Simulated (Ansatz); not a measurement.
Ansatz (a program for electronic structure) input file for W(O)2(OH) (HO3W), SMILES [O]=[W+](=[O])[OH], charge +1, multiplicity 1, PBE/def2-SVPD. Geometry: PBE0-D3(BJ)/def2-SVP. The multiplicity is an assumed one; other spin states were not compared. The isomer is the one that the SMILES or the coordinates give; other isomers of the formula were not compared. The def2 effective core potentials stand for the cores of W; spin–orbit coupling is left out. The values are those of a single conformer.

Ansatz 0.2 input:
```yaml
crystal:
  periodic: [false, false, false]
  atoms:
    - {symbol: W, position_ang: [0.05412277, 0.17762903, -0.00000000]}
    - {symbol: O, position_ang: [0.74179200, -0.60644771, -1.31043842]}
    - {symbol: O, position_ang: [0.74179204, -0.60644771, 1.31043840]}
    - {symbol: O, position_ang: [-1.69273602, -0.30090564, 0.00000002]}
    - {symbol: H, position_ang: [-2.33186935, -1.03413993, 0.00000002]}
basis:
  gaussian:
    orbitals: def2-SVPD
hamiltonian:
  xc: {name: PBE}
total_charge: 1
```

Output:

```
WARN ansatz: RAYON_NUM_THREADS=1 ignored (pool sized by the plan → 1); use --threads N
Functional definition: PBE
integrals: 0.04 GiB planned
935 factors; their error is unknown
mean field: 0.31 GiB planned
mean field evaluation 1: about -7923.0145 eV, gradient 1.6e2 eV
mean field evaluation 2: about -7485.7605 eV, gradient 3.9e2 eV
mean field evaluation 4: about -7948.4393 eV, gradient 1.1e2 eV
mean field evaluation 8: about -7968.1627 eV, gradient 2.0e0 eV
mean field evaluation 16: about -7968.1227 eV, gradient 1.1e-2 eV
mean field -7968.12265168 eV, -292.8231064616 hartree, gradient 7.9e-5 eV, S^2 0.000000; 0 other end points of the search recorded, 0 dependent functions left out
reference -7968.12270356 eV, -292.8231083682 hartree; 19, 19 occupied and 93, 93 virtual orbitals, 935 factors
Total energy: -7968.12270356 eV, -292.8231083682 hartree
```

The run converged.

Cost: about 2.6 core-seconds (a rough figure).
